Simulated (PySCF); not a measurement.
Excitation energy of N⁺ by level of theory

N⁺ [He] 2s2 2p2 (3P) → N⁺ [He] 2s2 2p1 3s1 (3P), as a difference of total energies. Computed with PySCF 2.14 in dyall-acv3z, with the non-relativistic Hamiltonian (point nucleus). Correlated levels: valence: 1s2 frozen; virtual orbitals above 40 to 60 times the deepest correlated orbital energy dropped. The calculations carry no spin-orbit coupling.

```
           method  excitation energy (eV)  error (eV)
              UHF                  18.348      -0.116
    MP2 (valence)                  18.514      +0.050
SCS-MP2 (valence)                  18.411      -0.053
   CCSD (valence)                  18.412      -0.052
CCSD(T) (valence)                  18.378      -0.086
```

Reference: 18.464 eV (measured; NIST levels, between the centres of gravity of the two terms).

Errors of the correlated levels include the incompleteness of this basis and the frozen core.
